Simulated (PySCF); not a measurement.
## Dipole moment and polarisability of `O=CC1([SiH3])C=C1`

Species: C4H6OSi.
SMILES with atom numbers: `[O:1]=[CH:2][C:3]1([SiH3:4])[CH:5]=[CH:6]1` (hydrogens: H7 on C2; H8, H9, H10 on Si4; H11 on C5; H12 on C6)

Geometry (GFN2-xTB, Å), atoms numbered from 1 in this order:
```
atom  x, y, z in Å
O1    -0.1260   -1.4728    1.8102
C2    -0.7820   -0.6754    1.1841
C3    -0.2382    0.0552    0.0455
Si4    1.5792   -0.4015   -0.2630
C5    -1.2118    0.4739   -1.0574
C6    -0.8398    1.4243   -0.2743
H7    -1.8390   -0.4614    1.4515
H8     2.3633   -0.0915    0.9268
H9     2.0082    0.4444   -1.3839
H10    1.6652   -1.8090   -0.6369
H11   -1.7503    0.0804   -1.8819
H12   -0.8277    2.4327    0.0532
```

Level: B3LYP/def2-SVPD (PySCF), static field, nuclei fixed, core orbitals frozen in the response. The polarisability tensor in these axes (au):

```
x   78.47 -7.49  1.90
y   -7.49 72.62 -7.11
z    1.90 -7.11 71.28
```

Q: Diagonalise the tensor; give its mean and Δα, where Δα² is half the sum of the squared differences of the eigenvalues.

A: Principal values 63.68, 72.77 and 85.92 au; mean 74.12 au = 10.98 Å³ = 12.22 × 10⁻⁴⁰ C²·m²/J; Δα = 19.36 au (26 % of the mean).

Q: What is the dipole moment, and where does it point?

A: (-1.82, 2.47, -2.08) D, 3.71 D in size, pointing from the negative to the positive side. Measured along this direction, the outermost atoms are O1 at the negative end and H12 and H11 at the positive end.

Q: Form Σ f/ω² (atomic units) for the 8 lowest TDDFT singlets, given as eV and f, and set it beside the mean polarisability, which is this sum over all singlets: 3.96, 0.0040; 5.22, 0.0107; 5.40, 0.0014; 5.84, 0.0259; 6.34, 0.0074; 6.60, 0.0148; 6.77, 0.0013; 6.99, 0.1235.

A: They add up to 3.35 au, 4.5 % of the 74.12 au; the largest single term is 1.87 au, from the state at 6.99 eV. Terms in order: 0.19, 0.29, 0.04, 0.56, 0.14, 0.25, 0.02, 1.87 au. Higher excitations give the rest. The strengths listed sum to 0.189.

Q: In a dilute gas of rigid molecules at 400 K, how does the orientational term μ²/3kT compare with the electronic polarisability?

A: In Gaussian units μ²/3kT = 83.09 Å³ against 10.98 Å³, a ratio of 7.57; the Debye molar polarisation (4π/3)N_A(α + μ²/3kT) is 237.3 cm³/mol, leaving out the vibrational part.

Q: What would n − 1 = 2πNα be for an ideal gas of these molecules at 298.15 K and 1 atm, electronic part alone?

A: N = p/kT = 2.4615 × 10¹⁹ cm⁻³, so n − 1 = 2π × N × 10.98 × 10⁻²⁴ cm³ = 1699 × 10⁻⁶ at long wavelengths, for an ideal gas.

The structure is a single GFN2-xTB conformer in the gas phase; no vibrational or solvent corrections.
